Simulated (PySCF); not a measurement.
## How methods differ on the excitation energy of O²⁺

O²⁺ [He] 2s2 2p2 (3P) → O²⁺ [He] 2s1 2p2 3d1 (high-spin determinant), as a difference of total energies. Calculation: PySCF 2.14, in x2c-TZVPPall with one added diffuse shell each of s, p, d type (6s4p3d1f, 40 functions); the spin-free X2C one-electron Hamiltonian (Gaussian nucleus). Correlated levels: valence and next inner shell: nothing frozen. The calculations carry no spin-orbit coupling.

| method | excitation energy (eV) |
| --- | --- |
| UHF | 47.415 |
| MP2 (valence and next inner shell) | 48.976 |
| SCS-MP2 (valence and next inner shell) | 49.381 |
| CCSD (valence and next inner shell) | 49.318 |
| CCSD(T) (valence and next inner shell) | 49.290 |

How much does correlation contribute at CCSD(T) (valence and next inner shell)?

49.290 − (47.415) = 1.875 eV, measured against UHF.

A first-order spin-orbit estimate (lowest level to lowest level, LS coupling) adds 0.006 eV.

The promoted electron is Rydberg-like, and one or two diffuse shells describe it only roughly, which tends to raise the upper state.

The coupled-cluster amplitudes are large for the upper state (T1 above 0.03 or a double amplitude above 0.15), so a single reference is strained.

The determinant of the upper state mixes LS terms, which raises its energy above the lowest term, most at the Hartree-Fock and MP2 levels.
